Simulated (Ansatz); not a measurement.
`C/C=[CH]/[AlH2]` at its PBE0-D4/def2-TZVP geometry, where that method's forces vanish. Total charge 0; spin multiplicity 1.

```csv
atom,x (Å),y (Å),z (Å)
C1,1.076,1.395,-0.724
C2,0.281,0.456,0.116
C3,-0.363,-0.640,-0.311
Al4,-1.342,-1.727,0.946
H5,2.109,1.455,-0.366
H6,0.669,2.410,-0.660
H7,1.086,1.088,-1.771
H8,0.239,0.714,1.177
H9,-0.292,-0.857,-1.378
H10,-1.335,-1.260,2.467
H11,-2.128,-3.034,0.503
```

**Question.** For each bond, give half the difference of the two atoms' forces along it (eV/Å; positive pushes the atoms apart) under PBE-D4, r2SCAN-D4, B3LYP-D4, ωB97M-V in def2-TZVPP. (Estimate.)

**Answer.** Ansatz gave: 
```csv
bond,length (Å),PBE-D4,r2SCAN-D4,B3LYP-D4,ωB97M-V
C1–C2,1.490,-0.14,0.00,0.16,0.30
C1–H5,1.095,0.12,-0.02,-0.06,-0.11
C1–H6,1.095,0.12,-0.02,-0.06,-0.11
C1–H7,1.091,0.12,-0.03,-0.05,-0.08
C2–C3,1.340,0.37,0.21,0.05,-0.09
C2–H8,1.092,0.06,-0.05,-0.12,-0.11
C3–Al4,1.929,-0.11,-0.07,0.05,0.09
C3–H9,1.092,0.07,-0.02,-0.07,-0.05
Al4–H10,1.590,0.06,-0.02,-0.07,-0.12
Al4–H11,1.589,0.03,-0.03,-0.09,-0.11
```

B3LYP here is the variant with VWN-RPA as its local correlation; programs differ in this.
